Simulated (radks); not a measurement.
Values are calculated unless marked as measured or tabulated.
Dynamic dipole polarisability and lines of the promethium ion Pm13+, [Kr] 4d10 5s2. Code: a radial shooting solver on a logarithmic mesh with Libxc functionals. Model: scalar-relativistic Kohn-Sham, LDA (Slater exchange, VWN5 correlation), spin-unpolarised, spherical densities, finite nucleus; Fermi nuclear charge, rms radius of each element as measured or else 0.836 A^(1/3) + 0.57 fm. Time-dependent linear response with the Hartree and adiabatic LDA kernel, continuum included through the Sternheimer equations, no spin-orbit coupling, so fine structure and intercombination lines are absent. Lines are the poles of the dipole polarisability below minus the highest occupied eigenvalue, found on a grid refined at the orbital gaps; the lowest seven at most are given, and weak or close lines can be missed. The first line takes the name of the lowest orbital gap if no other gap lies below it; otherwise a line is named after a gap within 0.6 % of it, if that gap stands alone.

photon energy (eV)  alpha (bohr^3)
0                            1.340
12.017                       1.498
28.040                       4.001
44.063                     -0.9707
60.086                    -0.07709
76.109                      0.1694
92.132                      0.3249
108.15                      0.5175
124.18                      0.3567
140.20                       1.100
156.22                      -76.70
172.25                      -1.661
188.27                     -0.6708
204.29                     -0.3976
220.32                     -0.2608
236.34                     -0.1483

Lines (eV, oscillator strength): 33.015 (37.55 nm, 5s-5p), f = 1.51; 120.15 (10.32 nm, 5s-6p), f = 0.364; 156.18 (7.939 nm, unassigned), f = 1.57; 159.41 (7.778 nm, unassigned), f = 6.34; 164.71 (7.527 nm, 5s-7p), f = 1.11. Higher lines, where found, are left out when the end of the mesh affects them. Those listed give 97 % of the static polarisability (sum of f/w^2). Orbital energy gaps for comparison: 5s-5p 28.607 eV; 5s-6p 120.67 eV; 4d-4f 128.72 eV; 4d-5p 154.25 eV; 5s-7p 163.72 eV.
